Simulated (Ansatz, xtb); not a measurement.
## Ranking isomers of C5H7FO

5 gas-phase structures of C5H7FO, from a drawn sample of its isomers (lower ones may exist). Each was relaxed with GFN2-xTB; where two conformers were screened, the lower at r2SCAN-D4/def2-SVP is listed:

A. `O=C[C@H]1C[C@H](F)C1`, a singlet
B. `O=C[C@@H]1CC[C@@H]1F`, a singlet
C. `O=CC1(F)CCC1`, a singlet
D. `O=C[C@@H]1CC[C@H]1F`, a singlet
E. `O=C[C@H]1C[C@@H](F)C1`, a singlet

Question: Make a reasoned guess at their ranking by r2SCAN-D4/def2-SVP single-point energy.

Answer: Calculated order at r2SCAN-D4/def2-SVP: C (0.0), D (0.6), B (0.7), E (0.8), A (0.9) kcal/mol. Less than 1 kcal/mol parts C and D; D and B; B and E; E and A, so the order within those pairs means little.

Energies above the lowest of each column, in kcal/mol; the last columns are at B3LYP-D3(BJ)/def2-SVP geometries:

| structure | GFN2-xTB | HF/STO-3G | r2SCAN-D4/def2-SVP | B3LYP-D3(BJ)/def2-SVP | CCSD(T)/def2-SVP + ΔMP2/def2-TZVPP |
| --- | --- | --- | --- | --- | --- |
| C | 0.8 | 0.0 | 0.0 | 0.0 | 0.0 |
| D | 0.0 | 0.0 | 0.6 | 0.5 | 0.5 |
| B | 1.0 | 0.7 | 0.7 | 0.6 | 1.0 |
| E | 0.4 | 0.4 | 0.8 | 0.4 | 0.2 |
| A | 0.1 | 0.6 | 0.9 | 0.5 | 0.3 |

CCSD(T)/def2-SVP + ΔMP2/def2-TZVPP has A and B and C and D and E within 1 kcal/mol of each other at the bottom, and every level picks one of them. CCSD(T)/def2-SVP + ΔMP2/def2-TZVPP orders those it was run on as C (0.0), E (0.2), A (0.3), D (0.5), B (1.0) kcal/mol. Less than 1 kcal/mol parts C and E; E and A; A and D; D and B, so the order within those pairs means little. Flexible structures stand in one conformer each, not always the lowest. ΔMP2 is the change of the MP2 energy from the smaller to the larger basis.

Over these structures GFN2-xTB departs from r2SCAN-D4/def2-SVP by 0.6 kcal/mol on average once a common shift is removed. A GFN2-xTB relaxation took about 0.13 s and the r2SCAN-D4/def2-SVP energy about 1.3 s on a shared host (Ansatz 0.2.0, xtb 6.7.1).
